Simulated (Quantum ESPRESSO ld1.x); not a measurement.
Problem. The aim is the zirconium ion Zr2+ in [Kr] 4d2. This ld1.x (Quantum ESPRESSO 7.5) run was made with `OMP_NUM_THREADS=1 ld1.x < ld1.in > ld1.out`. Can the result be used? Name any fault.

```
 &input
    zed=40.0,
    iswitch=1,
    rel=1,
    lsd=1,
    dft='SLA-VWN',
    config='[Kr] 4d2',
    atom='Zr',
    prefix='ld1',
    max_out_wfc=37,
    file_charge='ld1.rho',
 /
```

Output (excerpt):

```
     Program LD1 v.7.5 starts

     --------------------------- All-electron run ----------------------------

     scalar relativistic calculation

     atomic number is 40.00
     dft =SLA-VWN   lsd =1 sic =0 latt =0  beta=0.20 tr2=1.0E-14
     Exchange-correlation= SLA-VWN
                           (   1   2   0   0   0   0   0)
     mesh =2037 r(mesh) =  99.39686 a.u. xmin = -8.00 dx = 0.00800
     1 Ry =  13.60569312 eV, c = 137.03599908

     n l     nl                  e(Ry)          e(Ha)          e(eV)
     1 0     1S 1( 1.00)     -1309.2931      -654.6465    -17813.8401
     2 0     2S 1( 1.00)      -182.3845       -91.1923     -2481.4676
     2 1     2P 1( 3.00)      -162.8885       -81.4442     -2216.2108
     3 0     3S 1( 1.00)       -30.7442       -15.3721      -418.2957
     3 1     3P 1( 3.00)       -24.3943       -12.1972      -331.9015
     4 0     4S 1( 1.00)        -5.1107        -2.5554       -69.5352
     4 1     4P 1( 3.00)        -3.4945        -1.7472       -47.5449
     3 2     3D 1( 5.00)       -13.9370        -6.9685      -189.6224
     4 2     4D 1( 2.00)        -1.3279        -0.6640       -18.0675
     1 0     1S 2( 1.00)     -1309.2935      -654.6467    -17813.8455
     2 0     2S 2( 1.00)      -182.3723       -91.1862     -2481.3017
     2 1     2P 2( 3.00)      -162.8792       -81.4396     -2216.0841
     3 0     3S 2( 1.00)       -30.7354       -15.3677      -418.1758
     3 1     3P 2( 3.00)       -24.3847       -12.1924      -331.7710
     4 0     4S 2( 1.00)        -5.0354        -2.5177       -68.5102
     4 1     4P 2( 3.00)        -3.4092        -1.7046       -46.3851
     3 2     3D 2( 5.00)       -13.9238        -6.9619      -189.4431
     4 2     4D 2( 0.00)        -1.2294        -0.6147       -16.7274

     final scf error:  7.7E-15 reached in  24 iterations

     Etot =   -7187.763617 Ry,   -3593.881809 Ha,  -97794.506016 eV
     Total magnetization:    2.00 Bohr mag.

     Ekin =    7388.393493 Ry,    3694.196746 Ha,  100524.214533 eV
     Encl =  -17274.770700 Ry,   -8637.385350 Ha, -235035.228914 eV
     Eh   =    2917.834291 Ry,    1458.917146 Ha,   39699.157952 eV
     Exc  =    -219.220701 Ry,    -109.610351 Ha,   -2982.649587 eV
```

Solution. Yes, it can be used (harmless). The line at issue: atom='Zr'. atom and zed name the same element, and the result equals that of the sound run.
